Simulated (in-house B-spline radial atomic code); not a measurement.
Configurations of neutral strontium, with energies counted from [Kr] 5s2. Computed with a radial B-spline atomic code at the basis-set limit: Dirac-Hartree-Fock, average of configuration, Fermi nucleus of rms radius 4.224 fm. Energies include first-order Breit, QED and recoil terms.

Occupations are held fixed; configurations that lie above the ionisation limit could autoionise.

```json
{"configuration": "[Kr] 5s1 (5d3/2)1", "E - E(ref) (eV)": "3.5651", "highest orbital": "5d3/2", "its <r> (bohr)": "14.16"}
{"configuration": "[Ar] 3d10 4s2 (4p1/2)2 (4p3/2)3 5s2 (6d5/2)1", "E - E(ref) (eV)": "26.56", "highest orbital": "6d5/2", "its <r> (bohr)": "23.8"}
{"configuration": "[Ar] 3d10 4s1 4p6 5s2 (5f5/2)1", "E - E(ref) (eV)": "50.194", "highest orbital": "5f5/2", "its <r> (bohr)": "31.18"}
{"configuration": "[Ar] 3d10 4s1 4p6 5s2 (7g9/2)1", "E - E(ref) (eV)": "50.464", "highest orbital": "7g9/2", "its <r> (bohr)": "63.49"}
{"configuration": "[Ar] (3d3/2)4 (3d5/2)5 4s2 4p6 5s2 (9p3/2)1", "E - E(ref) (eV)": "140.9", "highest orbital": "9p3/2", "its <r> (bohr)": "54.86"}
{"configuration": "[Ar] (3d3/2)3 (3d5/2)6 4s2 4p6 5s2 7s1", "E - E(ref) (eV)": "141.97", "highest orbital": "7s1/2", "its <r> (bohr)": "19.69"}
```

Task: Order these further configurations by energy, lowest first.
A. [Kr] 5s1 (5g9/2)1
B. [Ne] 3s2 (3p1/2)1 (3p3/2)4 3d10 4s2 4p6 5s2 (8d5/2)1
C. [Ar] (3d3/2)3 (3d5/2)6 4s2 4p6 5s2 (7p1/2)1
D. [Ar] 3d10 4s1 4p6 5s2 (7d3/2)1
E. [Ne] 3s2 (3p1/2)1 (3p3/2)4 3d10 4s2 4p6 5s2 7s1

Result: A (4.204 eV), D (50.235 eV), C (142.19 eV), E (290.26 eV), B (290.95 eV).

Task: How far above the reference does [Ar] (3d3/2)3 (3d5/2)6 4s2 4p6 5s2 (5p3/2)1 lie?

Result: 138.92 eV; its least bound orbital is 5p3/2 with <r> = 5.031 bohr.
